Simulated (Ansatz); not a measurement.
FOS (SMILES O=[S]F) moved off its minimum; all values from Ansatz (a program for electronic structure), cores frozen in correlated methods. Open shells are unrestricted.
(charge 0, multiplicity 2)
```xyz
3

O     -1.2165    -0.4588     0.0179
S     -0.1998     0.4318    -0.1657
F      1.1262    -0.3744     0.1178
```

| level | largest force (eV/Å) | on atom | rms difference from CCSD(T)/cc-pV(T+d)Z (eV/Å) | dipole (D) |
|---|---|---|---|---|
| HF/def2-TZVPP | 4.98 | O1 | 1.374 | 1.92 |
| PBE/def2-TZVPP | 8.69 | O1 | 0.550 | 1.39 |
| r2SCAN/def2-TZVPP | 7.78 | O1 | 0.147 | 1.44 |
| B3LYP/def2-TZVPP | 7.66 | O1 | 0.207 | 1.59 |
| wB97M-V/def2-TZVPP | 7.35 | O1 | 0.196 | 1.62 |
| MP2/cc-pV(T+d)Z | 7.63 | O1 | 0.092 | 1.59 |
| CCSD(T)/cc-pV(T+d)Z | 7.78 | O1 | 0.000 | 1.56 |

The differences count from one level among others, with limits of its own. Forces at CCSD(T)/cc-pV(T+d)Z (eV/Å):

```json
[
 {"atom": "O1", "Fx": "-6.073", "Fy": "-4.776", "Fz": "0.952"},
 {"atom": "S2", "Fx": "4.972", "Fy": "5.027", "Fz": "-1.077"},
 {"atom": "F3", "Fx": "1.100", "Fy": "-0.252", "Fz": "0.124"}
]
```
